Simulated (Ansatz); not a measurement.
The cluster Pd₂Se₃, relaxed as a singlet with RKS PBE-D4/def2-SVP in Ansatz, starting from the GFN2-xTB geometry. Force threshold 0.02 eV/Å.

In the def2 sets Pd takes a core potential; there is no spin–orbit coupling. The restricted singlet is unstable towards broken spin symmetry in Hartree–Fock (as tested in another run); at PBE-D4/def2-SVP this wasn't settled. The relaxation made no stability test and no search for a lower SCF solution. No other spin state of charge 0 was run. Another isomer (singlet) lies 0.37 eV lower at PBE0-D4/def2-TZVP; other spin states weren't run for this one.

Start:

| atom | x (Å) | y (Å) | z (Å) |
| --- | --- | --- | --- |
| Pd1 | -0.3466 | 0.8365 | -0.5932 |
| Pd2 | 0.6610 | -0.2481 | 1.7580 |
| Se3 | -0.1197 | -1.5119 | -0.1595 |
| Se4 | 1.5011 | 1.6317 | 0.6957 |
| Se5 | -1.6957 | -0.7081 | -1.7010 |

```json
{"step": "1", "energy (eV)": "-202960.4197", "largest force component (eV/Å)": "0.963", "SCF passes": "57"}
{"step": "2", "energy (eV)": "-202960.5291", "largest force component (eV/Å)": "0.250", "SCF passes": "38"}
{"step": "3", "energy (eV)": "-202960.5442", "largest force component (eV/Å)": "0.070", "SCF passes": "43"}
{"step": "4", "energy (eV)": "-202960.5464", "largest force component (eV/Å)": "0.029", "SCF passes": "33"}
{"step": "5", "energy (eV)": "-202960.5467", "largest force component (eV/Å)": "0.014", "SCF passes": "28"}
```

Force components are those of the run's own axes.

End:

Cartesian coordinates in Å:
```
Pd -0.333 0.890 -0.583
Pd 0.542 -0.252 1.711
Se -0.037 -1.591 -0.174
Se 1.553 1.658 0.688
Se -1.725 -0.705 -1.641
```

By distances, no bond broke or formed. The bond that changes most is Pd1–Se3, from 2.40 to 2.53 Å (atoms count from 1).

No frequencies were taken in this run, so the end may be a saddle point.

Run time 23 s (4 threads of Arm Neoverse N1 on a shared host).
